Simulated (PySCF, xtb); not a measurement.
Ge(F)(Me) (CH₃FGe), SMILES [CH3][Ge][F] (connectivity only; charge and spin as stated), neutral, multiplicity 1.

Harmonic wavenumbers (cm⁻¹) from GFN2-xTB in xtb at its own minimum, in rising order: 72, 200, 429, 522, 563, 661, 1266, 1443, 1444, 2977, 2980, 2989.

Question: What does B3LYP-D3(BJ)/def2-TZVP (PySCF) give at its own minimum? (The exact figures need the calculation; the answer reports its results.)

Answer: 76, 225, 537, 562, 632, 734, 1225, 1433, 1439, 3011, 3082, 3111. Paired by order, the mean absolute difference is 53 cm⁻¹ and the zero-point energies are 22.2 and 23.0 kcal/mol.
